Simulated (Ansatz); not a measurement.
System: BH3, charge 1, multiplicity 2. 
Geometry from a B3LYP-D3(BJ)/def2-TZVP (Ansatz, an electronic-structure program) optimisation:
```xyz
4

B      0.0408    -0.0558     0.0911
H     -1.0045     0.1986    -0.5934
H      0.4581    -0.6265     1.0230
H      0.3423     0.7069    -0.8853
```
Charge +1, spin multiplicity 2.

Basis-set convergence of Hartree-Fock and MP2 correlation energies (hartree) with Ansatz. Correlated levels leave the core frozen unless marked. UHF or UKS for open shells. No spin-orbit coupling. Non-relativistic.

```tsv
basis	functions	E(HF)	E(corr, MP2)
def2-SVPD	44	-25.95856	-0.07122
def2-TZVPPD	88	-25.98888	-0.08388
def2-QZVPPD	162	-25.99044	-0.08903
```

Extrapolating the two largest sets (X = 3 and 4) as X^-3: E(corr) = (64·(-0.08903) - 27·(-0.08388))/37 = -0.0928 Eh, an estimate of the basis-set limit. The largest set recovers 95.9 % of it, the smallest 76.8 %.
